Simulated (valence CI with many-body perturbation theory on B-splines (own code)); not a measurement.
## E1 line list for Cu15+

Calculated by relativistic CI+MBPT: four valence electrons over a frozen Dirac-Fock core [Ne], a basis of 11 s, 11 p, 9 d, 7 f, 5 g, 2 h, 1 i functions for each j, with the one-electron correlation potential Σ1, the two-electron term Σ2, the three-electron term Σ3, Breit, model QED; selected CI, second order for the rest (own B-spline code, finite nucleus).

No measured levels were compared; by estimate levels of excited configurations hold to 0.05 to 0.15 % of their energy, terms of the ground configuration to about 0.5 %.

Lines 101 to 150 of 215 in falling wavelength, among levels below 1005200 cm⁻¹, chosen from the strongest by gf and those to the six lowest levels. Wavelengths and rates use the calculated energies, so an error of 200 cm⁻¹ moves a line at 20.29 nm by 0.041 % and its rate by three times that or more. Electric multipoles are in the length gauge, E1 and E2 with the static RPA response of the core. Weak lines are less certain than strong ones. Lines between different terms over intervals too small for the method are left out, as are lines whose strength nearly cancels. Where a level lies close to another of its J and parity, the split of strength between their lines is uncertain. The highest levels of a list are the least certain.

Names give the largest LS component (configuration and term), which can be under half, so a name can repeat, a term be missing and a line seem to break the LS rules; names also repeat where a configuration has a term twice. Letters in brackets count levels of one name in rising energy.

| λ vac (nm) | Upper | Lower | A (s⁻¹) | log gf | Branch % |
| --- | --- | --- | --- | --- | --- |
| 20.29 | 3s²3p3d ³F°_2 | 3s²3p² ³P_2 | 5.42e+08 | -1.78 | 33.8 |
| 20.28 | 3s3p²3d ¹F_3 | 3s3p³ ¹D°_2 | 1.00e+10 | -0.36 | 29.3 |
| 20.10 | 3s3p²3d ³P_0 [a] | 3s3p³ ³P°_1 | 2.00e+10 | -0.92 | 37.4 |
| 20.04 | 3s²3p3d ³P°_1 | 3s²3p² ¹S_0 | 1.39e+07 | -3.60 | 0.0 |
| 19.91 | 3s3p²3d ⁵F_1 | 3s3p³ ⁵S°_2 | 8.60e+06 | -3.81 | 2.3 |
| 19.81 | 3p⁴ ¹D_2 | 3s3p³ ⁵S°_2 | 1.56e+06 | -4.34 | 0.0 |
| 19.81 | 3s²3p3d ³F°_3 | 3s²3p² ³P_2 | 9.36e+08 | -1.41 | 98.4 |
| 19.75 | 3s3p²3d ⁵F_2 | 3s3p³ ⁵S°_2 | 6.15e+07 | -2.75 | 7.2 |
| 19.73 | 3s²3p3d ³F°_2 | 3s²3p² ³P_1 | 2.96e+08 | -2.06 | 18.4 |
| 19.56 | 3s3p³ ³S°_1 | 3s²3p² ³P_0 | 8.90e+09 | -0.81 | 12.2 |
| 19.50 | 3s3p²3d ⁵F_3 | 3s3p³ ⁵S°_2 | 1.22e+08 | -2.31 | 65.1 |
| 19.42 | 3s3p³ ¹P°_1 | 3s²3p² ³P_2 | 7.15e+08 | -1.92 | 1.3 |
| 19.35 | 3s3p²3d ³P_2 [a] | 3s3p³ ³D°_3 | 2.46e+10 | -0.16 | 46.4 |
| 19.25 | 3s²3p3d ³P°_2 | 3s²3p² ¹D_2 | 1.18e+10 | -0.48 | 18.8 |
| 19.23 | 3s3p²3d ¹P_1 | 3s3p³ ¹D°_2 | 3.22e+10 | -0.27 | 55.3 |
| 19.10 | 3s3p²3d ³P_2 [a] | 3s3p³ ³D°_2 | 1.65e+10 | -0.34 | 31.2 |
| 19.09 | 3s3p²3d ³P_2 [a] | 3s3p³ ³D°_1 | 2.52e+09 | -1.16 | 4.8 |
| 18.95 | 3s3p²3d ³P_1 [b] | 3s3p³ ¹D°_2 | 2.31e+09 | -1.43 | 4.2 |
| 18.90 | 3s3p³ ¹P°_1 | 3s²3p² ³P_1 | 9.62e+09 | -0.81 | 17.1 |
| 18.86 | 3s²3p3d ³D°_1 | 3s²3p² ¹D_2 | 1.17e+09 | -1.73 | 1.6 |
| 18.82 | 3s3p²3d ¹F_3 | 3s3p³ ³P°_2 | 9.75e+09 | -0.44 | 28.5 |
| 18.80 | 3s3p²3d ³D_3 [b] | 3s3p³ ¹D°_2 | 6.71e+09 | -0.60 | 19.9 |
| 18.68 | 3s3p²3d ⁵D_1 | 3s3p³ ⁵S°_2 | 4.21e+08 | -2.18 | 33.9 |
| 18.63 | 3s3p²3d ⁵D_2 | 3s3p³ ⁵S°_2 | 1.22e+09 | -1.50 | 72.1 |
| 18.54 | 3s3p²3d ⁵D_3 | 3s3p³ ⁵S°_2 | 1.81e+09 | -1.19 | 93.5 |
| 18.54 | 3s3p²3d ³P_1 [a] | 3s3p³ ³D°_2 | 1.42e+10 | -0.66 | 26.0 |
| 18.52 | 3s3p²3d ³P_1 [a] | 3s3p³ ³D°_1 | 2.19e+10 | -0.47 | 40.0 |
| 18.46 | 3s²3p3d ¹D°_2 | 3s²3p² ¹D_2 | 3.82e+10 | -0.01 | 50.5 |
| 18.26 | 3s3p³ ¹P°_1 | 3s²3p² ³P_0 | 1.79e+09 | -1.57 | 3.2 |
| 18.19 | 3s3p²3d ³F_3 [b] | 3s3p³ ³P°_2 | 1.31e+09 | -1.34 | 2.1 |
| 18.16 | 3s²3p3d ³P°_1 | 3s²3p² ¹D_2 | 4.69e+09 | -1.16 | 6.6 |
| 18.11 | 3s3p²3d ³P_0 [a] | 3s3p³ ³D°_1 | 2.96e+10 | -0.84 | 55.3 |
| 18.09 | 3s²3p3d ³D°_3 | 3s²3p² ¹D_2 | 5.93e+09 | -0.69 | 7.4 |
| 18.03 | 3s3p²3d ³D_1 [b] | 3s3p³ ³P°_1 | 5.07e+09 | -1.13 | 10.8 |
| 18.02 | 3s²3p3d ³D°_2 | 3s²3p² ¹D_2 | 2.13e+10 | -0.29 | 29.0 |
| 17.97 | 3s3p²3d ³D_1 [b] | 3s3p³ ³P°_0 | 1.76e+10 | -0.59 | 37.6 |
| 17.92 | 3s3p²3d ³D_2 [b] | 3s3p³ ³P°_2 | 1.49e+09 | -1.45 | 3.4 |
| 17.91 | 3s3p²3d ¹P_1 | 3s3p³ ³P°_2 | 1.00e+10 | -0.84 | 17.2 |
| 17.89 | 3s²3p3d ³P°_2 | 3s²3p² ³P_2 | 2.27e+10 | -0.26 | 36.2 |
| 17.88 | 3s3p²3d ³D_2 [b] | 3s3p³ ³P°_1 | 2.78e+10 | -0.18 | 63.8 |
| 17.84 | 3s3p²3d ³F_2 [a] | 3s3p³ ⁵S°_2 | 6.55e+07 | -2.81 | 5.1 |
| 17.76 | 3s3p²3d ³P_0 [b] | 3s3p³ ³P°_1 | 4.51e+10 | -0.67 | 79.3 |
| 17.69 | 3s3p²3d ³D_2 [a] | 3s3p³ ³D°_3 | 1.12e+10 | -0.58 | 24.8 |
| 17.67 | 3s3p²3d ³P_1 [b] | 3s3p³ ³P°_2 | 8.61e+09 | -0.92 | 15.4 |
| 17.63 | 3s3p²3d ³P_1 [b] | 3s3p³ ³P°_1 | 1.98e+10 | -0.56 | 35.6 |
| 17.62 | 3s3p²3d ³D_3 [a] | 3s3p³ ³D°_3 | 3.44e+10 | 0.05 | 74.1 |
| 17.58 | 3s3p²3d ³F_3 [a] | 3s3p³ ⁵S°_2 | 7.09e+08 | -1.64 | 40.6 |
| 17.57 | 3s3p²3d ³P_1 [b] | 3s3p³ ³P°_0 | 1.72e+10 | -0.62 | 30.9 |
| 17.56 | 3s²3p3d ³D°_1 | 3s²3p² ³P_2 | 4.17e+09 | -1.24 | 5.6 |
| 17.54 | 3s3p²3d ³D_3 [b] | 3s3p³ ³P°_2 | 1.77e+10 | -0.24 | 52.5 |

**Question.** How does gf follow from A for the line at 18.26 nm?

**Answer.** gf = 1.4992 × (2J+1)_upper × A / σ², with σ = 547783 cm⁻¹ and 2J+1 = 3: gf = 0.0268.
